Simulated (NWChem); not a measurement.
System: NbOCl₃; SMILES [O]=[Nb]([Cl])([Cl])[Cl]

Results from NWChem. The geometry was optimised at PBE-D3(BJ)/def2-SVP. Not confirmed as a minimum by frequencies. def2 effective core potentials on Nb; no spin-orbit coupling. Level B3LYP/def2-SVPD: energy and gradient; each run changes one setting, and changes count from the defaults (medium grid, exact Coulomb integrals, symmetry on).

| setting | size of the energy change (μHa) | largest change of a gradient component (μHa/bohr) | time, defaults = 1 (rough) |
|---|---|---|---|
| defaults | < 10 | < 30 | about 1 |
| extra-fine grid | < 10 | 40 | about 1 |
| coarse grid | 10 | 500 | about 1 |
| Becke weights | < 10 | 80 | about 1 |
| symmetry off | < 10 | other frame | 2 |
